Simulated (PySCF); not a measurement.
Species: C6H13O (charge +1).
Numbering: `[CH3:1][O:2][CH2:3][CH2:4][C+:5]([CH3:6])[CH3:7]` (hydrogens: H8, H9, H10 on C1; H11, H12 on C3; H13, H14 on C4; H15, H16, H17 on C6; H18, H19, H20 on C7)

Cartesian coordinates in Å at the PBE0-D3(BJ)/def2-SVP level; atoms count from 1:
```
atom  x, y, z in Å
C1     2.491    0.772   -0.407
O2     1.416    0.533    0.484
C3     0.968   -0.757    0.562
C4    -0.069   -1.144   -0.600
C5    -1.234   -0.309   -0.386
C6    -1.174    1.074   -0.806
C7    -2.375   -0.810    0.377
H8     3.358    0.144   -0.147
H9     2.206    0.580   -1.457
H10    2.767    1.828   -0.301
H11    0.487   -0.904    1.540
H12    1.779   -1.499    0.451
H13   -0.283   -2.215   -0.486
H14    0.432   -0.944   -1.557
H15   -2.087    1.659   -0.645
H16   -0.343    1.454   -0.144
H17   -0.760    1.202   -1.818
H18   -2.157   -1.708    0.969
H19   -3.116   -1.107   -0.399
H20   -2.872   -0.027    0.969
```

Linear response at CAM-B3LYP/def2-SVPD (PySCF, frozen core in the response, non-relativistic). One conformer (not necessarily the lowest) at the PBE0-D3(BJ)/def2-SVP geometry, without solvent, vibrations or thermal averaging.

Static isotropic polarisability: 77.13 au (11.43 Å³), principal values 60.3, 73.8, 97.3 au.

**Question.** What is the polarisability at 1064 nm and at the sodium D line?

**Answer.** 78.05 au at 1064 nm (+1.2 %), 80.47 au at 589.3 nm (+4.3 %). The rise at 589.3 nm is 3.65 times that at 1064 nm; a pure ω² law gives 3.26. The lowest singlet lies at 287 nm, shorter than both wavelengths.

**Question.** What is the isotropic C6 coefficient between two such ions, C6 = (3/π)∫α(iω)² dω?

**Answer.** 2528 au (Eh·bohr⁶) by a ten-point quadrature over imaginary frequencies, which is 1510 eV·Å⁶ or 146 J·nm⁶/mol.

**Question.** Which effective excitation energy ω̄ makes London's formula C6 = (3/4)α²ω̄ exact here?

**Answer.** ω̄ = 4·C6/(3α²) = 0.567 Eh = 15.4 eV. A one-pole form α(ω) = α/(1 − ω²/ω̄²) fitted to the 1064 nm value gives 10.8 eV.

**Question.** What three-body coefficient follows from the one-pole estimate C9 = (3/4)·α·C6?

**Answer.** 146000 au. This is an estimate from the two numbers above, not a computed integral.

**Question.** How anisotropic is the static polarisability, by Δα² = ½[(α1 − α2)² + (α2 − α3)² + (α3 − α1)²]?

**Answer.** Δα = 32.4 au, or 0.42 of the isotropic value.

**Question.** What does −C6/R⁶ come to at R = 12 Å between centres?

**Answer.** -49 J/mol. This is the leading, orientation-averaged term; C8 and higher terms are left out. The Coulomb repulsion of the two net charges at that distance is 116 kJ/mol.
